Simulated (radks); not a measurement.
Removal energies from the iron ion Fe10+, [Ne] 3s2 3p(1/2: 2, 3/2: 2), by Delta-SCF beside the eigenvalue of the level emptied. All-electron calculation, Dirac Kohn-Sham, PBE, spin-unpolarised, spherical densities, finite nucleus; Fermi nuclear charge, rms radius of each element as measured or else 0.836 A^(1/3) + 0.57 fm. Program: a radial shooting solver on a logarithmic mesh with Libxc functionals. Sub-shells are occupied by j as written (lower j first in brackets).

removed from                                 final configuration  Delta-SCF (eV)  -eigenvalue (eV)
3p3/2                                [Ne] 3s2 3p(1/2: 2, 3/2: 1)          293.76            278.52
3p1/2                                [Ne] 3s2 3p(1/2: 1, 3/2: 2)          296.05            280.71
3s1/2                                [Ne] 3s1 3p(1/2: 2, 3/2: 2)          330.50            315.20
2p3/2         [He] 2s2 2p(1/2: 2, 3/2: 3) 3s2 3p(1/2: 2, 3/2: 2)          997.96            954.99
